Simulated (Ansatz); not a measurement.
Several settings on one geometry of (LiNH2)3 ring (Li₃N₃H₆) (that of the charge 0 singlet, PBE-D4/def2-SVP). Ansatz on 4 threads of Intel Xeon on a shared host; times are rough.

```xyz
12

Li   -0.916   -1.015    0.944
N    -2.000    0.492    0.441
Li   -0.661    1.404   -0.594
N     1.162    1.288   -1.195
Li    1.579   -0.385   -0.343
N     0.838   -1.778    0.756
H    -2.373    1.037    1.236
H    -2.858    0.249   -0.083
H     1.763    2.079   -0.910
H     1.274    1.283   -2.223
H     1.338   -1.937    1.647
H     0.853   -2.718    0.324
```

Totals from different functionals, basis sets or treatments of relativity can't be compared as stabilities.

The 6-31G sets use Cartesian d functions.

Scalar relativity in a set contracted without it gives distorted totals.

The spins typed aren't always the lowest for that charge.

Task: Give the basis size and estimate the energy, ⟨S²⟩ and time of these runs.

```json
{"run": "1", "method": "RKS r2SCANh-D4/def2-mTZVPP", "charge": "0", "state": "singlet", "further keys": "scf: {lower_state_search: off}; forces asked"}
{"run": "2", "method": "RKS BLYP/def2-TZVP", "charge": "0", "state": "singlet", "further keys": "scf: {lower_state_search: light}"}
{"run": "3", "method": "RKS PBE0/def2-TZVP", "charge": "0", "state": "singlet", "further keys": "scf: {omitted_lower_state_checks: [starts]}"}
{"run": "4", "method": "UKS rPW86-PBE-D3(BJ)-ATM/6-31G*", "charge": "1", "state": "doublet", "further keys": "fitting: {mean_field: def2-universal-jkfit}; point_charges: [{charge: 1.00, position_ang: [6.437, -0.726, 0.191]}]; pseudopotentials: {relativity: scalar}; scf: {omitted_lower_state_checks: [starts]}"}
```

Result: 
```json
{"run": "1", "functions": "135", "energy (Eh)": "-190.5448", "⟨S²⟩": "–", "wall time": "4.8 s"}
{"run": "2", "functions": "171", "energy (Eh)": "-190.6166", "⟨S²⟩": "–", "wall time": "3.3 s"}
{"run": "3", "functions": "171", "energy (Eh)": "-190.4156", "⟨S²⟩": "–", "wall time": "3.4 s"}
{"run": "4", "functions": "102", "energy (Eh)": "-190.7813", "⟨S²⟩": "0.75", "wall time": "11 s"}
```
